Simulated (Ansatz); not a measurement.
Cost and result for the atomization energy of CH₇BFNOSi, SMILES `C[SiH2]OB(N)F` (13 atoms, 12 bonds).

Cartesian coordinates in Å:
```
C 1.128 2.098 0.430
Si -0.286 0.932 0.723
O -0.029 -0.406 -0.215
B -0.731 -1.557 -0.389
N -0.293 -2.560 -1.260
F -1.877 -1.745 0.291
H 1.181 2.390 -0.621
H 2.078 1.635 0.705
H 1.005 3.004 1.029
H -0.351 0.532 2.154
H -1.578 1.564 0.343
H -0.801 -3.414 -1.398
H 0.553 -2.474 -1.792
```

The species carries charge 0 and has multiplicity 1. The geometry is a stationary point of PBE0-D4/def2-TZVP. It is one conformer, not always the lowest. Program: Ansatz. All runs use 2 threads of an AMD EPYC 7R13 on a shared host and a share of an NVIDIA H100 80 GB. Times are those of one run each, without the atoms' runs, and a repeat can differ threefold. Electronic energies, without spin–orbit coupling; frozen cores. CCSD(T)/CBS adds CCSD(T) − MP2 in def2-TZVPP to the MP2 limit, and its time is that of the two runs behind it. T1 = 0.011. B3LYP takes the VWN-RPA correlation (the form of Gaussian; ORCA's B3LYP/G).

CCSD(T)/CBS is a level of theory with its own doubt, some kJ/mol a heavy atom from the limit and from the frozen cores, so smaller differences don't rank the functionals.

```csv
level,functions,wall time
B3LYP-D4/def2-TZVPP (with forces),295,2.7 s
PBE0-D4/def2-TZVPP,295,2.8 s
PBE-D4/def2-TZVPP (with forces),295,3.2 s
r2SCAN-D4/def2-TZVPP (with forces),295,3.6 s
B2PLYP/def2-TZVPP,295,4.7 s
ωB97X-V/def2-TZVPP,295,5.5 s
MP2/def2-QZVPP,565,5.5 s
ωB97M-V/def2-TZVPP (with forces),295,8 s
CCSD(T)/def2-TZVPP,295,27 s
CCSD(T)/CBS(def2),–,33 s
```

**Question.** What atomization energy does each give, and how far from CCSD(T)/CBS? (An estimate is asked.)

**Answer.** The calculation gave: 
```csv
level,atomization (kJ/mol),difference from CCSD(T)/CBS,per bond
B3LYP-D4/def2-TZVPP (with forces),5213.7,6.3,0.5
PBE0-D4/def2-TZVPP,5191.6,-15.8,-1.3
PBE-D4/def2-TZVPP (with forces),5275.3,67.9,5.7
r2SCAN-D4/def2-TZVPP (with forces),5218.2,10.8,0.9
B2PLYP/def2-TZVPP,5166.8,-40.6,-3.4
ωB97X-V/def2-TZVPP,5222.0,14.6,1.2
MP2/def2-QZVPP,5253.0,45.6,3.8
ωB97M-V/def2-TZVPP (with forces),5231.2,23.8,2.0
CCSD(T)/def2-TZVPP,5072.4,-135.0,-11.3
CCSD(T)/CBS(def2),5207.4,0.0,0.0
```

In def2-TZVPP, CCSD(T) changes the Hartree–Fock value by +1176.4 kJ/mol (the triples alone add +64.6 kJ/mol) and MP2 by +1276.1 kJ/mol; breaking electron pairs costs correlation energy, which Hartree–Fock lacks. The D4 term adds +38.1 kJ/mol with B3LYP and +20.1 kJ/mol with PBE0; it sums over pairs of atoms, weighted by their polarisabilities, and B3LYP, whose exchange is more repulsive, gets the larger term. From PBE to PBE0 (25 % exact exchange), in def2-TZVPP and without D4, the atomization energy moves by −80.1 kJ/mol: exact exchange takes away binding that semilocal exchange gives to molecules.
